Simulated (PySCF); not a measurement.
Si(F)(SH)3 (FH₃S₃Si), SMILES F[Si](S)(S)S.

The structure is a stationary point at r2SCAN-D4/def2-SVP. The structure was generated by enumeration, and PubChem lists no compound with its InChIKey, so it may never have been made. Other conformers were not sampled.

Two levels are set side by side: PBE/def2-TZVP (PySCF) and M06-2X/def2-TZVP (PySCF). Same geometry, gas phase. Differences are taken from unrounded values.

| quantity | M06-2X |
|---|---|
| orbital gap (eV) | 9.94 |
| highest occupied level (eV) | -9.22 |
| lowest empty level (eV) | 0.72 |
| dipole moment (D) | 0.41 |
| mean polarisability (bohr³) | 78.9 |

What does PBE give, and how far is it from M06-2X? (An estimate is asked for; the answer gives what the named calculation found.)


```csv
quantity,PBE,PBE minus M06-2X
orbital gap (eV),5.66,-4.28
highest occupied level (eV),-6.78,2.45
lowest empty level (eV),-1.12,-1.83
dipole moment (D),0.45,0.04
mean polarisability (bohr³),82.2,3.3
```

Without exact exchange PBE keeps part of each electron's self-repulsion, which lifts occupied levels and narrows the gap. Loosely held outer electrons make PBE densities more polarisable. Differences between two approximate levels are no errors against the true value.

Rough cost on one machine, each run with all the roots and properties that it gave: M06-2X against PBE about 3 times.
